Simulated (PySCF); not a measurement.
Structure with atom numbers: `[CH3:1][C:2]#[C:3][Si@H:4]([CH3:5])[O:6][SiH2:7][CH3:8]`. Each H is labelled by its parent atom. Ha(Si7) is pro-R; Hb(Si7) is pro-S.

[PySCF 2.14.0 with density-fitted response routines: shieldings: GIAO PBE0/pcSseg-1; geometry from GFN2-xTB; relativity neglected; fast rotation and ring inversion assumed for equivalent nuclei; single conformer; isolated molecule]

δ = σ(ref) − σ, references computed at the same level: TMS for ¹³C.

Do the ¹³C shifts follow the atomic charges (in e)? Tabulate both.

Results:


```json
{"atoms": "C2", "hybridisation": "sp", "δ (ppm)": "111.0", "σ para (ppm)": "-201", "Hirshfeld": "-0.02", "IAO": "+0.00", "Mulliken": "-0.14", "ESP-fitted": "+0.33"}
{"atoms": "C3", "hybridisation": "sp", "δ (ppm)": "88.7", "σ para (ppm)": "-165", "Hirshfeld": "-0.19", "IAO": "-0.41", "Mulliken": "-0.44", "ESP-fitted": "-0.69"}
{"atoms": "C1", "hybridisation": "sp3", "δ (ppm)": "5.9", "σ para (ppm)": "-72", "Hirshfeld": "-0.09", "IAO": "-0.44", "Mulliken": "-0.16", "ESP-fitted": "-0.54"}
{"atoms": "C5", "hybridisation": "sp3", "δ (ppm)": "3.0", "σ para (ppm)": "-72", "Hirshfeld": "-0.22", "IAO": "-0.74", "Mulliken": "-0.65", "ESP-fitted": "-0.85"}
{"atoms": "C8", "hybridisation": "sp3", "δ (ppm)": "0.3", "σ para (ppm)": "-71", "Hirshfeld": "-0.22", "IAO": "-0.74", "Mulliken": "-0.65", "ESP-fitted": "-0.63"}
```

Correlation coefficients of δ with charge over these carbons: Hirshfeld +0.57, IAO +0.86, Mulliken +0.51, ESP-fitted +0.69; with the paramagnetic shielding -1.00. With so few points, grouped by hybridisation, these coefficients are fragile. Charge is one influence among several: hybridisation and low-lying excitations act through the paramagnetic term.

Shifts are as computed. Against solution values, carbons near 30 ppm lie about +3 ppm off and those near 130 ppm about +5 ppm. Of 1211 compounds with measured shifts, 218 miss one by over three times the rms of a fit or turn the order of signals round; such compounds aren't used in these exercises.
